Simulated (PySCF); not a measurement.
## Dipole moment and polarisability of `C=N/C(=C\Cl)OC`

C₄H₆ClNO.
Geometry (GFN2-xTB, Å), atoms numbered from 1 in this order:
```xyz
13
C4H6ClNO angstrom
C     -1.6330    1.1521   -0.0114
N     -0.5342    0.6782   -0.4018
C     -0.0669   -0.5839   -0.1334
C     -0.7739   -1.7269   -0.2154
Cl    -2.4601   -1.7866   -0.5369
O      1.2701   -0.7058    0.0838
C      2.0199    0.4933    0.1132
H     -2.3129    0.6699    0.6887
H     -1.9112    2.1276   -0.3845
H     -0.2831   -2.6836   -0.1773
H      3.0498    0.1858    0.2827
H      1.9391    1.0314   -0.8337
H      1.6919    1.1489    0.9246
```

Level: CAM-B3LYP/def2-SVPD (PySCF), static field, nuclei fixed, core orbitals frozen in the response. The polarisability tensor in these axes (au):

```
x   90.86  7.76  2.60
y    7.76 87.82  2.90
z    2.60  2.90 52.81
```

Problem. Give the principal values, the mean and the anisotropy Δα = √{½[(α1 − α2)² + (α2 − α3)² + (α1 − α3)²]}.

Solution. Principal values 52.47, 81.44 and 97.57 au; mean 77.16 au = 11.43 Å³ = 12.72 × 10⁻⁴⁰ C²·m²/J; Δα = 39.59 au (51 % of the mean).

Problem. What is the dipole moment, and where does it point?

Solution. (0.31, 2.04, 0.91) D, 2.25 D in size, pointing from the negative to the positive side. Measured along this direction, the outermost atoms are H10 at the negative end and H13 at the positive end.

Problem. Find the Langevin capture rate constant for NH4+ (18.034 u) meeting this molecule (119.014 u), k = 2.342 × 10⁻⁹ cm³/s × √(α in Å³ / reduced mass in u).

Solution. The reduced mass is 15.66 u, so k = 2.00 × 10⁻⁹ cm³/s. The formula leaves out the permanent dipole, which adds to the capture rate.

Problem. What are the principal values of the traceless quadrupole moment, Θ = ½Σq(3rr − r²1), about the centre of nuclear charge?

Solution. -4.80, -0.18, 4.98 D·Å. The values depend on the origin, since the dipole doesn't vanish. The electronic extent ⟨r²⟩ about the same centre is 1036 bohr², a root-mean-square distance of 2.16 Å for the 62 electrons.

Problem. What depolarisation ratio follows for Rayleigh scattering of linearly polarised light, taking the static tensor?

Solution. ρ = 3Δα²/(45ᾱ² + 4Δα²) = 4701.5/(267931 + 6268.7) = 0.0171.

Problem. Estimate the molar refractivity from the static electronic polarisability.

Solution. Lorentz–Lorenz: R = (4π/3)N_A α = 2.5225 cm³/(mol·Å³) × 11.43 Å³ = 28.8 cm³/mol, in the limit of long wavelengths.

Problem. Form Σ f/ω² (atomic units) for the 8 lowest TDDFT singlets, given as eV and f, and set it beside the mean polarisability, which is this sum over all singlets: 3.86, 0.0708; 5.06, 0.0274; 5.77, 0.0231; 5.92, 0.0257; 6.56, 0.0367; 6.77, 0.0138; 6.88, 0.0287; 7.03, 0.1506.

Solution. They add up to 8.93 au, 11.6 % of the 77.16 au; the largest single term is 3.51 au, from the state at 3.86 eV. Terms in order: 3.51, 0.79, 0.51, 0.54, 0.63, 0.22, 0.45, 2.26 au. Higher excitations give the rest. The strengths listed sum to 0.377.

The structure is a single GFN2-xTB conformer in the gas phase; no vibrational or solvent corrections.
